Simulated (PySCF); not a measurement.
SiHFBr₂, SMILES F[SiH](Br)Br.

Geometry: TPSSh-D3(BJ)/def2-SVP. This is a generated structure with no PubChem entry under its InChIKey; it may be hypothetical.

The numbers are results of PBE/def2-TZVP (PySCF), not measurements.

```
Item                                                                                                            Value
---------------------------------------------------------------------------------------------  ----------------------
total energy                                                                                      -5537.44788 hartree
point group                                                                                                        Cs
highest occupied level                                                                                       -7.56 eV
lowest empty level                                                                                           -1.57 eV
orbital gap                                                                                                   5.99 eV
dipole moment                                                                                                  0.99 D
quadrupole, principal values (traceless, Buckingham form, about the centre of nuclear charge)   -3.95, 1.24, 2.72 D·Å
mean static polarisability                                                                       63.3 bohr³ (9.38 Å³)
polarisability, principal values                                                               49.7, 59.4, 80.9 bohr³
```
